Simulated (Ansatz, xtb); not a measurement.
**Two isomers of C4H6BFO3**

Structure X is `OB(O)C1=COC[C@@H]1F`, a singlet and structure Y is `O=C[C@]1(F)CCOBO1`, a singlet. Both are isolated molecules in the gas phase, relaxed with r2SCAN-D4/def2-SVP; the shapes shown needn't be the lowest conformers.

X (Å):

```xyz
15

C     0.8070   -1.3256   -1.4883
C     0.1475   -1.8809   -0.4426
C    -1.4536   -1.7762   -1.9941
C    -0.1271   -1.4211   -2.6623
B     2.2775   -0.8634   -1.5237
F     0.2712   -2.4582   -3.5185
O     2.7426   -0.3134   -2.6909
O     3.0335   -1.0114   -0.3859
O    -1.1316   -2.2302   -0.6619
H     3.6723   -0.0588   -2.6808
H     3.9402   -0.6922   -0.4575
H     0.5089   -2.0883    0.5678
H    -2.1106   -0.8965   -1.8935
H    -1.9825   -2.5794   -2.5263
H    -0.1851   -0.5135   -3.2855
```

Y (Å):

```xyz
15

C    -1.7701   -0.5271    1.0440
C    -1.1329   -0.5657   -0.3481
C    -0.4327   -1.8591   -0.6986
C     0.2208   -1.7019   -2.0592
B     0.7839    0.5188   -1.3064
F    -2.1870   -0.3688   -1.2360
O    -1.7502   -1.4519    1.8106
O     1.0575   -0.5450   -2.0928
O    -0.2923    0.5385   -0.4351
H    -2.2612    0.4559    1.2685
H    -1.1622   -2.6827   -0.6953
H     0.3143   -2.0757    0.0823
H    -0.5494   -1.5999   -2.8427
H     0.8477   -2.5716   -2.3059
H     1.4952    1.4859   -1.3399
```

Quicker runs give these differences E(Y) − E(X): GFN2-xTB −0.120 eV; HF/STO-3G −0.412 eV (at GFN2-xTB geometries); r2SCAN-D4/def2-SVP//GFN2-xTB +0.332 eV.

Which of the two would you expect CCSD(T)/def2-SVP + ΔMP2/def2-TZVPP electronic energies to favour?

Structure X; the calculation gives E(Y) − E(X) = +0.483 eV.

Level by level:

```csv
level,geometry,E(Y) − E(X) (eV),departure from the last row (eV),"job, with rough time for the two"
GFN2-xTB,GFN2-xTB,−0.120,−0.603,"optimisation, 0.34 s"
HF/STO-3G,GFN2-xTB,−0.412,−0.895,"single point, 0.38 s"
r2SCAN-D4/def2-SVP//GFN2-xTB,GFN2-xTB,+0.332,−0.151,"single point, 3.6 s"
r2SCAN-D4/def2-SVP,r2SCAN-D4/def2-SVP,+0.319,−0.164,"optimisation, 57 s"
HF/def2-SVP,r2SCAN-D4/def2-SVP,+0.155,−0.327,part of the CCSD(T) run
MP2/def2-SVP,r2SCAN-D4/def2-SVP,+0.229,−0.254,part of the CCSD(T) run
CCSD(T)/def2-SVP,r2SCAN-D4/def2-SVP,+0.129,−0.354,single point
CCSD(T)/def2-SVP + ΔMP2/def2-TZVPP,r2SCAN-D4/def2-SVP,+0.483,,"single point, 2.1 min"
```

As drawn, Y has 1 C=O, 1 C–C, 1 C–H, 1 B–H in place of 1 C–B, 1 C=C, 2 O–H. Structure X has a 5-membered ring, Y a 6-membered ring.

GFN2-xTB, HF/STO-3G put the two in the other order. The largest departure from CCSD(T)/def2-SVP + ΔMP2/def2-TZVPP is that of HF/STO-3G, 0.895 eV. The last row adds to CCSD(T) the change of the MP2 difference between the two basis sets, here +0.354 eV, a large step that makes the value less sure.

With thermal terms from frequencies at re-optimised GFN2-xTB minima (ideal gas, soft modes damped towards free rotors, one conformer each, 298.15 K, 1 atm): on the last row, ΔE + ΔZPE = +0.452, ΔH = +0.442, ΔG = +0.471 eV.

The correlated steps freeze 9 core orbitals. Codes used: Ansatz 0.2.0, xtb 6.7.1; the last row on 4 threads of Arm Neoverse V2 on a shared host.
